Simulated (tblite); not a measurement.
Compound: C3H4N2S2.
Z-matrix (Å and degrees, GFN2-xTB geometry), rows numbered from 1:
```
C 
S   1  1.8155
C   2  1.7424  1   99.28
C   3  1.3803  2  125.74  1  -179.94
S   4  1.7035  3  107.71  2  -179.86
N   5  1.6532  4   91.44  3    -0.03
N   6  1.2559  5  113.73  4     0.01
H   1  1.0850  2  109.23  3   -60.42
H   1  1.0851  2  106.32  3   179.98
H   1  1.0850  2  109.18  3    60.40
H   4  1.0684  3  128.92  2     0.17
```

Computed values, GFN2-xTB/tblite, gas phase, harmonic and unscaled. Errors from tens to a few hundred cm⁻¹ against measured bands are possible. One conformer, not necessarily the lowest.

Harmonic wavenumbers (cm⁻¹): 62.0, 115.9, 164.6, 205.7, 304.2, 442.0, 476.7, 636.3, 640.6, 724.3, 731.6, 768.1, 874.0, 944.2, 951.7, 961.2, 1038.2, 1270.9, 1315.3, 1343.6, 1420.5, 1430.1, 1436.4, 3044.4, 3051.0, 3063.8, 3200.2.

A = 5549, B = 1174, C = 974.9 MHz; mass 131.982 u (most abundant isotopes); point group Cs, symmetry number 1.

Question: What is the zero-point energy?

Answer: ½Σν̃ = 15309 cm⁻¹ = 43.77 kcal/mol.

Question: Entropy at 500 K, 1 bar (ideal gas, RRHO, classical rotation)?

Answer: Translation 43.14, rotation 29.86, vibration 29.88: S = 102.9 cal/(mol K).

Question: And Cp and H(500 K) − H(0)?

Answer: Cp = 37.58 cal/(mol K), of which vibrations give 29.64 (their classical limit is 27 R = 53.7); H(500 K) − H(0) = 11.76 kcal/mol without the zero-point energy, 7.79 from vibrations.

Question: How do the functions run with temperature in this model?

Answer: 
```tsv
T (K)	S (cal/(mol K))	Cp (cal/(mol K))	H − H(0) (kcal/mol)	G − H(0) (kcal/mol)	ln q(vib)
150	71.4	17.4	1.89	-8.82	1.67
250	81.8	23.8	3.95	-16.49	3.24
298.15	86.2	27.0	5.17	-20.54	4.00
400	95.0	32.9	8.23	-29.77	5.62
600	110.1	41.2	15.71	-50.33	8.75
900	128.3	48.3	29.25	-86.19	13.10
```

q(vib) and H(0) count from the zero-point level.

Question: Which modes carry the vibrational entropy at 500 K?

Answer: 62.0 cm⁻¹: 5.42; 115.9 cm⁻¹: 4.18; 164.6 cm⁻¹: 3.49; 205.7 cm⁻¹: 3.06; 304.2 cm⁻¹: 2.31; 442.0 cm⁻¹: 1.64 cal/(mol K); the other 21 give 9.78 together.

Hindered rotation and anharmonicity are outside this model. Other conformers, if any are populated, would add a mixing term that is left out.

The run took 0.24 s on one thread of an Intel Xeon 6975P-C, no GPU, shared host with 192 logical CPUs at a one-minute load of 60. The figure is for the frequency step alone.
